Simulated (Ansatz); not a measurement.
Reaction (ligand exchange at the Si–S bond): `C=NCS[SiH3]` + `NC[SeH]` → `NC[Se][SiH3]` + `C=NCS`

Isolated molecules relaxed with PBE0-D4/def2-TZVP in Ansatz; ΔE leaves out vibrations. CCSD(T)/CBS adds triple-zeta CCSD(T) − MP2 to the extrapolated MP2 energy (def2 sets, frozen cores). Functionals use def2-TZVPP. B3LYP here is the variant with VWN-RPA as its local correlation; programs differ in this. HSE06 is defined as in plane-wave codes. For Se outer-core shells are correlated without core-valence functions, which leaves a few kJ/mol of doubt a bond. Scalar relativity is left out up to krypton. One conformer a species, not always the lowest.

`C=NCS[SiH3]`:

Cartesian coordinates in Å:
```
C 1.824 -0.623 0.903
N 0.869 0.088 0.497
C 0.741 0.318 -0.912
S -0.830 -0.383 -1.519
Si -2.089 0.207 0.107
H 1.926 -0.818 1.969
H 2.569 -1.067 0.230
H 0.724 1.395 -1.089
H 1.540 -0.137 -1.511
H -3.459 0.000 -0.433
H -1.929 -0.622 1.325
H -1.887 1.641 0.433
```

`NC[SeH]`:

Z-matrix (Å, degrees):
```
C
Se 1 1.960
N 1 1.440 2 112.2
H 1 1.091 2 104.7 3 -118.3
H 1 1.095 2 105.8 3 127.9
H 2 1.469 1 95.0 3 -92.8
H 3 1.012 1 111.3 2 65.6
H 3 1.014 1 110.6 2 -174.1
```

`NC[Se][SiH3]`:

Cartesian coordinates in Å:
```
N -0.611 0.115 1.222
C -0.980 -0.921 0.294
Se 0.570 -1.413 -0.818
Si 1.247 0.745 -1.085
H 0.024 -0.231 1.930
H -1.423 0.515 1.676
H -1.323 -1.864 0.734
H -1.756 -0.545 -0.373
H 0.093 1.605 -1.452
H 1.952 1.306 0.092
H 2.206 0.689 -2.220
```

`C=NCS`:

```xyz
9

C    -0.346   -1.039   -1.140
N    -0.596   -0.517   -0.022
C     0.453    0.236    0.609
S     0.041    1.996    0.715
H     0.625   -0.946   -1.646
H    -1.122   -1.611   -1.646
H     0.608   -0.154    1.617
H     1.408    0.200    0.066
H    -1.072    1.834    1.447
```

```
             level  ΔE (kJ/mol)  difference from CCSD(T)/CBS
       LDA (SPW92)        -11.4                          0.4
        r2SCANh-D4        -11.1                          0.7
            B2PLYP        -10.8                          1.0
               PBE        -11.0                          0.8
            r2SCAN        -10.9                          0.9
             B3LYP        -10.2                          1.6
             HSE06        -11.8                          0.0
         CAM-B3LYP        -10.1                          1.7
           LC-ωPBE        -11.3                          0.5
RPA@PBE/def2-TZVPP        -11.2                          0.6
      MP2/def2-SVP        -16.2                         -4.4
     CCSD/def2-SVP        -15.0                         -3.2
  CCSD(T)/def2-SVP        -14.9                         -3.1
   CCSD/def2-TZVPP        -11.8                          0.0
CCSD(T)/def2-TZVPP        -11.6                          0.2
SCS-MP2/def2-QZVPP        -11.1                          0.7
       CCSD(T)/CBS        -11.8                            0
```

Question: What do rigid-rotor, harmonic-oscillator terms from PBE0-D4/def2-TZVP frequencies (298.15 K, 1 bar) make of the CCSD(T)/CBS value? (Best estimate.)

Answer: The calculation gave: ΔZPE = +2.3 kJ/mol, ΔH = -10.0 kJ/mol, ΔS = -8 J/(mol·K), ΔG = -7.6 kJ/mol. Modes under 50 cm⁻¹ make the entropy rough.

Largest T1 diagnostic among the species: 0.012.

Leaving LDA and LC-ωPBE aside and taking each functional with its dispersion term where it has one, the values, not all of them listed here, spread over 4.8 kJ/mol, from PBE-QIDH to B97M-V. At CCSD(T), def2-SVP lies −3.0 kJ/mol from the extrapolated value and def2-TZVPP +0.2 kJ/mol.
